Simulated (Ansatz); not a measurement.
BiF3 (SMILES [F][Bi]([F])[F]), singlet, at a GFN2-xTB geometry (such geometries of metal compounds can be far from the true shape) (core potentials on Bi); PBE/def2-SVP (Ansatz, an electronic-structure program).

Input for Ansatz:
Ansatz 0.2 input:
```yaml
crystal:
  periodic: [false, false, false]
  atoms:
    - {symbol: Bi, position_ang: [0.00283361, -0.00403046, 0.27310711]}
    - {symbol: F, position_ang: [-1.35263607, -1.00980650, -0.84069305]}
    - {symbol: F, position_ang: [-0.22186672, 1.68716206, -0.81262393]}
    - {symbol: F, position_ang: [1.54837061, -0.64018572, -0.86533751]}
basis:
  gaussian:
    orbitals: def2-SVP
hamiltonian:
  xc: pbe
```

Output, abridged:

```
Functional definition: PBE
720 factors; their error is unknown
mean field evaluation 1: about -13971.5501 eV, gradient 6.7e1 eV
mean field evaluation 2: about -13896.1914 eV, gradient 2.1e2 eV
mean field evaluation 4: about -13979.5133 eV, gradient 5.1e0 eV
mean field evaluation 8: about -13979.5374 eV, gradient 1.3e-1 eV
mean field evaluation 16: about -13979.5374 eV, gradient 1.7e-5 eV
mean field -13979.53738524 eV, -513.7385232369 hartree, gradient 1.6e-5 eV, S^2 0.000000; 0 other end points of the search recorded, 0 dependent functions left out
reference -13979.53741331 eV, -513.7385242683 hartree; 25, 25 occupied and 43, 43 virtual orbitals, 720 factors
Total energy: -13979.53741331 eV, -513.7385242683 hartree
```
